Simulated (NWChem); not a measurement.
Molecule: SiAsH5O2; SMILES [AsH2][SiH](O)O

```xyz
9

Si    -0.0110    -1.0209    -0.3361
O      1.4607    -1.4421     0.3598
O     -1.3226    -1.8164     0.3513
As    -0.1413     1.3167     0.0788
H     -0.0802    -1.4428    -1.7750
H      1.7383    -2.3614     0.1952
H     -1.4889    -1.5900     1.2839
H      0.9945     1.5886    -0.9247
H     -1.2118     1.4637    -1.0199
```
Atoms are numbered in this order, from 1.

Level: PBE-D3(BJ)/def2-SVP (NWChem), optimised geometry, unscaled harmonic frequencies. 

### Question
List the harmonic frequencies with IR intensities, and the thermochemistry.

### Answer
```csv
frequency (cm⁻¹),IR intensity (km/mol)
114,0.5
137,4.4
176,2.4
245,41.7
295,77.3
337,79.2
384,97.8
563,9.4
613,15.7
715,150.4
759,118.1
808,37.6
859,251.7
878,137.8
920,103.9
953,13.4
2124,51.8
2142,75.1
2171,153.0
3742,70.0
3750,65.1
```

```yaml
zero_point_energy: 32.4 kcal/mol
thermal correction to the enthalpy at 298.15 K (with zero-point energy): 37.6 kcal/mol
heat capacity Cv: 24.5 cal/(mol K)
entropy at 298.15 K and 1 atm (symmetry number 1): 84.1 cal/(mol K)
dipole_moment: 1.08 D
```

Rigid rotor and harmonic oscillator.
